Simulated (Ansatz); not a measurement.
Species: CaO, net charge 0, singlet state. SMILES: [Ca]=[O]
Coordinates optimised at B3LYP-D3(BJ)/def2-TZVP (Ansatz, a first-principles code):
```
Ca
O 1 1.8239
```
Charge 0, spin multiplicity 1.

Wanted: atomisation energy, in kcal/mol. Conventions: no spin-orbit coupling; atomisation electronic, to ground-state atoms; 6-311+G** with 5d; LANL2DZ with its own core potentials from Na on; non-relativistic; 6-31G* and kin with 6d, 5d where marked; open shells spin-unrestricted. Ab initio and DFT rows: single points at B3LYP-D3(BJ) geometries (Ansatz).

```csv
level,program,atomisation energy (kcal/mol)
B3LYP/STO-3G,Ansatz,-38.0
B3LYP/3-21G,Ansatz,2.1
B3LYP/LANL2DZ,Ansatz,8.6
B3LYP/6-31G,Ansatz,90.0
B3LYP/6-31G*,Ansatz,102.1
B3LYP/def2-SVP,Ansatz,96.9
B3LYP/6-31G* with LANL2DZ past Ar,Ansatz,12.3
B3LYP/6-311+G**,Ansatz,93.8
B3LYP/def2-TZVPD,Ansatz,98.4
```

No value to compare with is used here. The 8 habitual levels span -38.0 (B3LYP/STO-3G) to 102.1 kcal/mol (B3LYP/6-31G*); B3LYP/def2-TZVPD gives 98.4.

The sets are all those run for this method; runs whose electronic state is in doubt are left out.
